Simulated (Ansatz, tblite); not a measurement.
Spin states of the cluster Al7, each relaxed with r2SCAN-D4/def2-SVP in Ansatz. Electronic energies in the gas phase.

The xTB rows come from tblite. B3LYP takes the VWN-RPA correlation. The structure comes from a short search, and lower isomers may exist.

Doublet geometry (C3v within 0.1 Å):

```xyz
7

Al   -1.733   -1.201    0.182
Al   -0.205    0.163    1.740
Al    0.012   -1.006   -1.863
Al   -1.109    1.074   -0.844
Al    1.659    0.375   -0.447
Al    0.521    2.451    0.682
Al    0.855   -1.857    0.550
```

Quartet geometry (Cs within 0.1 Å):

```xyz
7

Al   -0.843   -1.342   -0.413
Al   -0.346    0.707   -1.865
Al   -0.788   -0.342    2.112
Al    1.379   -1.211    0.852
Al    0.619    1.280    0.510
Al    2.002   -0.126   -1.360
Al   -2.023    1.033    0.164
```

⟨S²⟩: doublet 0.77 at PBE0-D4/def2-TZVP (pure 0.75), quartet 3.81 at PBE0-D4/def2-TZVP (pure 3.75).

Run but left out: HF/def2-SVP, HF/def2-TZVP, MP2/def2-SVP, MP2/def2-TZVP, CCSD/def2-SVP, CCSD(T)/def2-SVP (doublet: ⟨S²⟩ 2.35 to 2.37, where a pure state has 0.75).

Only these spin states were relaxed. The quartet has other bonds than the doublet, so the gap mixes isomer and spin.

| level | quartet − doublet (kcal/mol) | lowest of these |
| --- | --- | --- |
| GFN1-xTB | 12.5 | doublet |
| GFN2-xTB | 4.1 | doublet |
| PBE-D4/def2-TZVP | 25.6 | doublet |
| r2SCAN-D4/def2-TZVP | 20.9 | doublet |
| B3LYP-D4/def2-TZVP | 26.2 | doublet |
| PBE0-D4/def2-TZVP | 22.7 | doublet |
| ωB97X-V/def2-TZVP | 22.0 | doublet |

Change of the quartet − doublet gap on mixing in exact exchange, in kcal/mol: PBE to PBE0 (25 % exact exchange) -2.8.

The xTB methods have no spin-polarisation term.
